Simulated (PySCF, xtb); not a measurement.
C4H7ClSi, SMILES C=C=C(C)[SiH2]Cl. The values are those of a single conformer.

Harmonic wavenumbers (cm⁻¹) from GFN2-xTB run with xtb 6.7.1 at its own minimum, in rising order: 28, 106, 126, 130, 232, 261, 368, 452, 486, 512, 565, 581, 627, 707, 770, 835, 951, 970, 1033, 1127, 1279, 1396, 1429, 1482, 1488, 2065, 2245, 2295, 3002, 3015, 3034, 3071, 3077.

Task: What does PySCF with TPSSh-D3(BJ)/def2-SVP give at its own minimum? (Estimate from the structure and the level; the computed values follow.)

Result: 41, 111, 138, 142, 228, 284, 432, 490, 544, 579, 608, 648, 720, 841, 876, 944, 957, 991, 1042, 1138, 1258, 1392, 1450, 1474, 1486, 2036, 2262, 2297, 3028, 3104, 3127, 3139, 3215. Paired by order, the mean absolute difference is 43 cm⁻¹ and the zero-point energies are 56.8 and 58.6 kcal/mol.
